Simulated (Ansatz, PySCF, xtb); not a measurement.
Reaction (SMILES): COB(O)OC + 2 B (BH3) + 2 O (H2O) -> 3 BO (H3BO) [borinic acid] + 2 CO (CH4O) [methanol]
Each molecule is optimised on its own at B3LYP-D3(BJ)/def2-TZVP (Ansatz, a quantum-chemistry and plane-wave program), one conformer each, not searched for the lowest. Frequencies are from Ansatz or PySCF.

Quantity: bond separation energy (0 K, with B3LYP-D3(BJ) harmonic zero-point energies), in kcal/mol. Valence correlation only, unless marked. Spin-orbit coupling is left out. Non-relativistic. Basis-set limits of correlation are two-point, X^-3; Hartree-Fock from the larger set.

```tsv
level	program	bond separation energy (kcal/mol)
GFN1-xTB	xtb	-8.1
revPBE-D3(BJ)/def2-TZVPD	Ansatz + dftd3	(withheld)
B2PLYP/def2-TZVPD	Ansatz	-3.6
CCSD(T)/CBS(cc-pVTZ,cc-pVQZ)	Ansatz	(withheld)
```

### Question
Fill in the missing entries.

### Answer

- revPBE-D3(BJ)/def2-TZVPD, bond separation energy (kcal/mol): -6.6
- CCSD(T)/CBS(cc-pVTZ,cc-pVQZ), bond separation energy (kcal/mol): -1.6
